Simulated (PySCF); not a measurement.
CH2Cl3SSi (doublet state).
SMILES with atom numbers: `[S:1][SiH2:2][C:3]([Cl:4])([Cl:5])[Cl:6]` (hydrogens: H7, H8 on Si2)

Cartesian coordinates in Å at the GFN2-xTB level; atoms count from 1:
```xyz
8
CH2Cl3SSi angstrom
S      1.7709    1.8514    0.0502
Si     1.0438   -0.0941    0.0099
C     -0.9289   -0.0210   -0.0185
Cl    -1.5488    0.7767    1.4296
Cl    -1.5104    0.8185   -1.4591
Cl    -1.5089   -1.6918   -0.0483
H      1.3679   -0.7991   -1.2196
H      1.3234   -0.8313    1.2312
```

The calculation used UKS B3LYP, pcH-1 on C Cl H S Si, non-relativistic, mean-field spin-orbit, GIAO in PySCF 2.14.0. Isolated species at its GFN2-xTB geometry, gas phase. A GFN2-xTB geometry isn't a minimum of the functional, and hyperfine couplings can be far from their values at a DFT geometry, by a factor of two or more for some ions and for spin on atoms past the first row.

Output of the driver script. The program numbers atoms from 0.

```
UKS, coarse grid
  cycle   1  E = -2107.43198762  |g| = 5.15e-01
  cycle   2  E = -2106.94088275  |g| = 1.14e+00
  cycle   3  E = -2107.57247105  |g| = 9.70e-02
  cycle   4  E = -2107.57733302  |g| = 6.34e-02
  cycle   5  E = -2107.57952970  |g| = 1.48e-02
  cycle   6  E = -2107.57972014  |g| = 5.33e-03
  cycle   7  E = -2107.57974554  |g| = 2.43e-03
  cycle   8  E = -2107.57975277  |g| = 5.57e-04
UKS, final grid
  cycle   1  E = -2107.57976869  |g| = 5.38e-04
  cycle   2  E = -2107.57976868  |g| = 8.30e-04
  cycle   3  E = -2107.57976904  |g| = 1.71e-04
  cycle   4  E = -2107.57976911  |g| = 1.18e-04
  cycle   5  E = -2107.57976924  |g| = 8.77e-05
  cycle   6  E = -2107.57976930  |g| = 8.74e-05
  cycle   7  E = -2107.57976900  |g| = 7.79e-05
  cycle   8  E = -2107.57976846  |g| = 3.95e-05
  cycle   9  E = -2107.57976836  |g| = 1.98e-05
  cycle  10  E = -2107.57976835  |g| = 9.47e-06
  cycle  11  E = -2107.57976835  |g| = 1.98e-06
E = -2107.57976835 Eh   <S^2> = 0.7529 (exact 0.7500)
g shifts (ppm)      1          2          3
  rmc          -215       -215       -215
  gc             49        -15         55
  oz_so    -3598364     -10426      33964
  total     -395350       2767      33804
hyperfine (MHz)  atom isotope    a_iso     a_fc   dipolar eigenvalues
    0   33S      11.39      11.39    -83.49    -83.40    166.89
    1  29Si      30.44      30.44     -2.27     -0.70      2.97
    2   13C      64.25      64.25     -5.35     -4.75     10.10
    3  35Cl      -0.36      -0.36     -1.44     -0.85      2.28
    4  35Cl      -0.37      -0.37     -1.44     -0.85      2.28
    5  35Cl      -0.31      -0.31     -3.74     -2.60      6.35
    6    1H      14.35      14.35     -2.49     -1.80      4.29
    7    1H      14.55      14.55     -2.49     -1.80      4.29
```

Q: Find the weak point of this converged calculation.

A: The largest g shift is -0.395, past the limit of 0.03 at which the run flags a species of elements up to argon. The orbital-Zeeman/spin–orbit term is second order, a sum of spin–orbit matrix elements over excitation energies, so it grows and becomes less reliable as an excited state comes close; a shift this large should be checked with a method that treats spin–orbit coupling variationally or among several states. The contact and dipolar couplings don't rest on that expansion, but they belong to the state that the SCF found, and a close-lying state with the spin in another orbital would have other couplings; no stability test was run. The run left out the spin–orbit part of the hyperfine coupling.

Q: Where is the spin in this solution (atoms counted from 1)?

A: The largest Mulliken spin population is on S1 (+0.94). The unrestricted determinant has ⟨S²⟩ = 0.7529 (exact 0.7500), so spin contamination is small. 

Q: Average a_iso over equivalent nuclei, turn it into first-order splittings with g = 2.0023, and give the multiplets for abundant isotopes (0.05 mT or more).

A: 
```tsv
nuclei (from 1)	isotope	I	position	a_iso (MHz)	|a| (mT)	splits into
H7/H8	1H	1/2	2 bonds from S1	14.4	0.52	1:2:1 triplet
```

Nuclei that the bonding pattern makes equivalent are averaged, as if the motion that swaps them (rotation, inversion, ring flip) were fast.

Time: 63 s of wall time (with the writing of density and orbital grids); peak memory 0.79 GiB. Hardware: one thread of an Arm Neoverse V1, on a shared host.
